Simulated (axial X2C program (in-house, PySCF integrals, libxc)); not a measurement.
## MgTe at several levels of theory

All values were computed with an axial X2C code built on PySCF integrals. Spin-free means the one-electron spin-free X2C Hamiltonian; two-component (2c) means X2C with spin–orbit coupling and atomic mean-field two-electron Coulomb and Gaunt terms, so the difference of the two also holds small scalar two-electron terms. Basis: Te dyall-cv3z [11s12p8d4f1g], Mg dyall-cv3z [9s8p6d3f] (cores contracted in-house); Gaussian nuclei, density fitting, unrestricted open shells. Masses: Te 129.906 u, Mg 23.985 u.

State, spin-free: M_S = 0, Λ = 0 (closed shell); electrons by block: σα: 14, σβ: 14, π+α: 7, π+β: 7, π-α: 7, π-β: 7, δ+α: 2, δ+β: 2, δ-α: 2, δ-β: 2. Fragments: Te + Mg.

State, 2c: Ω = 0 (closed shell); electrons by block: 1/2: 21, -1/2: 21, 3/2: 9, -3/2: 9, 5/2: 2, -5/2: 2. Fragments: Te + Mg.

| Hamiltonian | level | Re (Å) | ωe (cm⁻¹) | Be (cm⁻¹) | De (eV) | D0 (eV) | k (mdyn/Å) | μ (D) |
| --- | --- | --- | --- | --- | --- | --- | --- | --- |
| spin-free | PBE0 | 2.452 | 368.0 | 0.1385 | 1.54 | 1.51 | 1.62 | 6.97 |
| spin-free | HF | 2.467 | 358.1 | 0.1368 | 0.102 | 0.079 | 1.53 | 8.29 |
| spin-free | MP2 | 2.463 | 384.0 | 0.1372 | 1.52 | 1.50 | 1.76 | n/a |
| spin-free | CCSD | 2.482 | 352.4 | 0.1351 | 1.20 | 1.17 | 1.48 | n/a |
| spin-free | CCSD(T) | 2.483 | 357.0 | 0.1351 | 1.40 | 1.38 | 1.52 | n/a |
| spin-free | BP86 | 2.471 | 354.2 | 0.1364 | 1.69 | 1.66 | 1.5 | 6.38 |
| 2c | PBE0 | 2.478 | 339.3 | 0.1356 | 1.36 | 1.34 | 1.37 | 6.36 |
| 2c | HF | 2.496 | 324.2 | 0.1337 | n/a | n/a | 1.25 | 7.55 |
| 2c | CCSD | 2.511 | 321.5 | 0.132 | 0.986 | 0.967 | 1.23 | n/a |
| 2c | CCSD(T) | 2.510 | 326.0 | 0.1321 | 1.18 | 1.16 | 1.27 | n/a |
| 2c | BP86 | 2.503 | 321.9 | 0.1329 | 1.51 | 1.49 | 1.24 | 5.75 |

Correlated methods: 8 electrons correlated (number of frozen shells: Te 4 s, 3 p, 2 d; Mg 2 s, 1 p), 292 virtual spin orbitals or spinors in MP2, 90 natural virtuals in coupled cluster.

Dipoles are positive if Mg is the positive end.

Occupations by symmetry block were frozen at the best pattern of an incomplete PBE0 search. The closed shell is kept restricted, so the energy runs too high when the bond is stretched far. Dissociation energies refer to the lowest single-determinant-based atoms at the same level and basis. De is not given where an atomic determinant may have missed its ground term or J level, or where the truncated virtual space spoils (T). Coupled cluster ran in a truncated set of natural virtual spinors; the MP2 energy of the rest was added. (T) has no such correction and the atoms are truncated less, which lowers De at CCSD(T) by a hundredth of an eV or more. Other states lie close and PBE0, whose exact exchange favours high spin, may order them wrongly; the determinant shown need not be the ground state. The nearest other spin-free determinant of the search, M_S = 1, Λ = 1, lies 0.34 eV up at the distance of the search. The functionals have no current-density term, which raises determinants with orbital currents, atoms included. At some level and bond length an empty orbital lies below a filled one. With the outer-core shells frozen, correlated bond lengths of heavy atoms tend to come out a few hundredths of an ångström too long.

No reliable constants came from MP2 (2c): no minimum in range, unconverged points, a curve that is not smooth, a change of character along it, or the two Hamiltonians disagreeing along it.

Rough cost a point (2c) on 1 thread(s) of a shared host, integrals apart: PBE0 0.8 s, HF 0.6 s, CCSD(T) 3 s, BP86 0.4 s.

The whole task took 2.1 min on 1 thread of Arm Neoverse V1, with other jobs on the host.
